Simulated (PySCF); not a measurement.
**Static response to an electric field**

Species: (F2In-mu-F)2.
Cartesian coordinates in Å at the PBE0-D3(BJ)/def2-SVP level; atoms count from 1:
```xyz
8
In2F6 angstrom
In     1.315    0.660   -0.801
F      1.378    2.586   -0.693
F      2.466   -0.639   -1.642
F      0.723   -0.102    1.074
In    -1.283   -0.682    0.779
F     -2.418    0.619    1.639
F     -1.353   -2.606    0.657
F     -0.689    0.078   -1.096
```

Level: CAM-B3LYP/def2-SVPD (PySCF), static field, nuclei fixed, core orbitals frozen in the response. The polarisability tensor in these axes (au):

```
x   57.08  0.63 -7.58
y    0.63 61.96  0.95
z   -7.58  0.95 50.36
```

Question: Diagonalise the tensor; give its mean and Δα, where Δα² is half the sum of the squared differences of the eigenvalues.

Answer: Principal values 45.34, 62.01 and 62.04 au; mean 56.46 au = 8.37 Å³ = 9.31 × 10⁻⁴⁰ C²·m²/J; Δα = 16.68 au (30 % of the mean).

Question: What is the dipole moment?

Answer: 0.02 D; point group D2h allows none, and the residue is numerical.

Question: Find the Langevin capture rate constant for NH4+ (18.034 u) meeting this molecule (343.798 u), k = 2.342 × 10⁻⁹ cm³/s × √(α in Å³ / reduced mass in u).

Answer: The reduced mass is 17.14 u, so k = 1.64 × 10⁻⁹ cm³/s.

Question: What would n − 1 = 2πNα be for an ideal gas of these molecules at 400 K and 1 atm, electronic part alone?

Answer: N = p/kT = 1.8347 × 10¹⁹ cm⁻³, so n − 1 = 2π × N × 8.37 × 10⁻²⁴ cm³ = 965 × 10⁻⁶ at long wavelengths.

Question: Rayleigh depolarisation ratio (linearly polarised light, static tensor)?

Answer: ρ = 3Δα²/(45ᾱ² + 4Δα²) = 834.7/(143472 + 1112.9) = 0.00577.

Question: Estimate the molar refractivity from the static electronic polarisability.

Answer: Lorentz–Lorenz: R = (4π/3)N_A α = 2.5225 cm³/(mol·Å³) × 8.37 Å³ = 21.1 cm³/mol, in the limit of long wavelengths.

The structure is a single PBE0-D3(BJ)/def2-SVP conformer in the gas phase; no vibrational or solvent corrections. Atoms past krypton carry effective core potentials; spin–orbit coupling is left out.

These values come from a run that also computed excited states and ΔSCF ions. On one thread, Arm Neoverse N1 (aarch64), shared host, this took 7.5 min of wall time (with the writing of density and orbital grids) and 1.2 GiB of memory at its peak.
